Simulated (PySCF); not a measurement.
Structure with atom numbers: `[CH2:1]=[C:2]1[CH:3]=[C:4]([C:5]([F:6])([F:7])[F:8])[C:9]1=[CH2:10]`; H(Xn) means a hydrogen on atom n. Ha(C10) is cis to C2; Ha(C1) is cis to C3; Hb(C10) is trans to C2; Hb(C1) is trans to C3.

Geometry: GFN2-xTB; GIAO absolute shieldings from PySCF 2.14, gas phase, non-relativistic, averaged over equivalent atoms.

At BHandHLYP/pcSseg-1 (195 basis functions, 59 s wall time on 1 thread of an Intel Xeon, shared host):
| atoms | σ (ppm) |
| --- | --- |
| C3 | 28.0 |
| C4 | 30.6 |
| C2 | 33.5 |
| C9 | 35.1 |
| C5 | 61.4 |
| C1 | 78.0 |
| C10 | 81.8 |
| F6/F7/F8 | 264.3 |
| H(C3) | 24.42 |
| Hb(C1) | 26.53 |
| Ha(C1) | 26.55 |
| Hb(C10) | 26.58 |
| Ha(C10) | 26.62 |

Predict the values at PBE0/pcSseg-1 on the same geometry.

## Answers


| atoms | σ at PBE0/pcSseg-1 | change |
| --- | --- | --- |
| C3 | 31.8 | +3.8 |
| C4 | 33.0 | +2.4 |
| C2 | 34.8 | +1.3 |
| C9 | 36.5 | +1.4 |
| C5 | 57.2 | -4.2 |
| C1 | 78.9 | +0.9 |
| C10 | 82.6 | +0.8 |
| F6/F7/F8 | 250.0 | -14.3 |
| H(C3) | 24.29 | -0.13 |
| Hb(C1) | 26.29 | -0.24 |
| Ha(C1) | 26.32 | -0.23 |
| Hb(C10) | 26.35 | -0.23 |
| Ha(C10) | 26.38 | -0.24 |

The largest change is at F6/F7/F8 (fluorine of a CF3 group). Cost: 195 basis functions, 44 s wall time on 1 thread of an Intel Xeon, shared host. The order of the carbon signals is the same at both levels.
